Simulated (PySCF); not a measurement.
C₄H₄, SMILES C1=CC=C1. Heavy atoms are numbered as in [CH:1]1=[CH:3][CH:4]=[CH:2]1. Hydrogens are named by the atom that carries them.

Coordinates come from a PBE0-D3(BJ)/def2-SVP optimisation.

Calculation: PBE/pcSseg-1 run with PySCF.

GIAO shieldings, no solvent; atoms alike by connectivity are averaged. δ = σ(ref) − σ: ¹³C against TMS (σ = 182.0 ppm); ¹H against TMS (σ = 31.49 ppm), references at their B3LYP-D3(BJ)/def2-TZVP geometries, non-relativistic.

Question: Estimate the chemical shifts. (An estimate is asked for; the answer gives what the named calculation found.)

Answer: 
```tsv
nucleus	atoms	count	δ (ppm)
¹³C	C1 (CH)	4	147.3
¹H	H on C1	4	5.93
```
